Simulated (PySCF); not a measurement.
Job file and geometry (Å, from GFN2-xTB) of an NMR shielding run on `InChI=1S/CH9B3N4/c1-5-4-7-2-6-3-8-4/h2-3,5-8H,1H3`, PySCF 2.14.0, density-fitted response routines, GIAO PBE0/pcSseg-1 NMR shielding, non-relativistic, gas phase; density fitting, a coarse starting grid and PySCF grid level 2 are the driver's defaults:

```
$ OMP_NUM_THREADS=1 python probes_run.py task.json out

{"job": {"kind": "nmr", "xc": "PBE0", "basis": "pcSseg-1"}, "charge": 0, "multiplicity": 1}
C      2.728547     0.224883    -0.285134
N      1.524211    -0.555928    -0.418726
B      0.211181    -0.260915     0.011724
N     -0.147984     0.945635     0.692235
B     -1.464999     1.224872     1.114156
N     -2.458125     0.249583     0.839404
B     -2.181981    -0.970233     0.167974
N     -0.848276    -1.197943    -0.231042
H      3.156805     0.466881    -1.264620
H      3.487971    -0.313967     0.293405
H      2.509001     1.158297     0.228245
H      1.687323    -1.430738    -0.892286
H      0.570759     1.626726     0.878535
H     -1.725674     2.228641     1.669332
H     -3.404833     0.431282     1.134095
H     -3.028920    -1.757218    -0.046998
H     -0.622006    -2.057827    -0.706930
```

Task: Write the output of this run.

Result: 
```
coarse grid: 14176 points
cycle   1  E = -336.8035994198  dE =  1.159e+00  |g| = 6.205e-01  |ddm| = 3.556e+00
cycle   2  E = -336.7633529467  dE =  4.025e-02  |g| = 7.782e-01  |ddm| = 1.015e+00
cycle   3  E = -336.8936407455  dE = -1.303e-01  |g| = 5.997e-02  |ddm| = 5.734e-01
cycle   4  E = -336.8943252065  dE = -6.845e-04  |g| = 2.671e-02  |ddm| = 5.428e-02
cycle   5  E = -336.8944705658  dE = -1.454e-04  |g| = 8.570e-03  |ddm| = 2.047e-02
cycle   6  E = -336.8944851820  dE = -1.462e-05  |g| = 2.550e-03  |ddm| = 6.737e-03
cycle   7  E = -336.8944865145  dE = -1.332e-06  |g| = 3.856e-04  |ddm| = 1.674e-03
final grid: 137152 points
cycle   8  E = -336.9262997199  dE = -4.025e-05  |g| = 1.058e-02  |ddm| = 2.582e-02
cycle   9  E = -336.9262861633  dE =  1.356e-05  |g| = 1.349e-02  |ddm| = 1.581e-02
cycle  10  E = -336.9263243033  dE = -3.814e-05  |g| = 7.207e-04  |ddm| = 8.423e-03
cycle  11  E = -336.9263244217  dE = -1.184e-07  |g| = 2.278e-04  |ddm| = 6.257e-04
cycle  12  E = -336.9263244326  dE = -1.093e-08  |g| = 6.546e-05  |ddm| = 1.788e-04
cycle  13  E = -336.9263244335  dE = -8.357e-10  |g| = 2.748e-05  |ddm| = 5.913e-05
converged SCF energy = -336.9263244335

GIAO shielding tensors (ppm)
atom      isotropic    diamagn.    paramagn.     s11        s22        s33       span
  0 C      156.188     242.645     -86.457    131.901    151.774    184.887     52.986
  1 N      206.927     322.931    -116.004    173.445    201.103    246.233     72.787
  2 B       80.206     197.892    -117.686     59.108     74.511    107.000     47.892
  3 N      152.852     326.113    -173.261     46.434    166.514    245.607    199.174
  4 B       73.789     196.329    -122.540     44.573     62.134    114.661     70.087
  5 N      131.912     322.471    -190.558     -2.372    164.169    233.940    236.313
  6 B       73.937     196.289    -122.353     44.644     62.545    114.620     69.976
  7 N      145.562     326.116    -180.554     41.644    175.107    219.934    178.290
  8 H       28.756      27.682       1.073     23.547     26.624     36.097     12.550
  9 H       28.747      27.269       1.478     23.518     26.624     36.098     12.580
 10 H       28.940      30.334      -1.394     24.006     29.343     33.471      9.465
 11 H       30.287      34.429      -4.141     21.010     31.578     38.274     17.264
 12 H       27.017      34.239      -7.222     21.018     28.454     31.579     10.562
 13 H       27.074      29.696      -2.621     24.420     27.396     29.407      4.987
 14 H       26.459      28.588      -2.129     22.344     25.608     31.426      9.081
 15 H       27.164      29.435      -2.270     24.496     27.442     29.554      5.058
 16 H       27.454      33.856      -6.402     22.256     28.262     31.843      9.587
```

Size and cost of the density-fitted run: 181 basis functions, 25 s wall time on 1 thread of an Arm Neoverse V2, shared host; peak memory 0.82 GiB.
